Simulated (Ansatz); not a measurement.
Molecule: sum formula H4SiSO3, charge 0, multiplicity 1. 
Geometry from a B3LYP-D3(BJ)/def2-TZVP (Ansatz, a quantum-chemistry and plane-wave program) optimisation:
SMILES: O[Si](O)(O)S
```xyz
9

O      0.5711    -0.1832     1.6663
Si    -0.2167    -0.1738     0.2354
O     -0.5207    -1.7395    -0.1244
O     -1.6636     0.5950     0.2326
S      1.0110     0.8759    -1.1583
H      0.3597    -0.9015     2.2704
H     -1.0819    -1.9271    -0.8812
H     -1.6689     1.5454     0.3742
H      2.1556     0.3238    -0.7216
```

Total electronic energies in hartree. Valence correlation only, unless marked. Spin-orbit coupling is left out. Non-relativistic. CBS(X,Y): correlation extrapolated as X^-3; Hartree-Fock from the larger set.

```tsv
level	program	energy (Eh)
HF/STO-3G	Ansatz	-902.70062
HF/6-31G*	Ansatz	-913.51809
RI-HF/aug-cc-pV(Q+d)Z	Ansatz	-913.75011
r2SCAN0/def2-TZVPD	Ansatz	-915.89096
B2GP-PLYP-D4/def2-TZVPD	Ansatz + dftd4	…
MP2/CBS(aug-cc-pV(T+d)Z,aug-cc-pV(Q+d)Z)	Ansatz	-914.9140
CCSD/aug-cc-pV(D+d)Z	Ansatz	-914.50919
CCSD/cc-pwCVTZ	Ansatz	-914.78283
CCSD(T)/CBS(aug-cc-pV(T+d)Z,aug-cc-pV(Q+d)Z)	Ansatz	-914.9706
```

Task: Fill in the missing entries.

Result: 
- B2GP-PLYP-D4/def2-TZVPD, energy (Eh): -915.58329
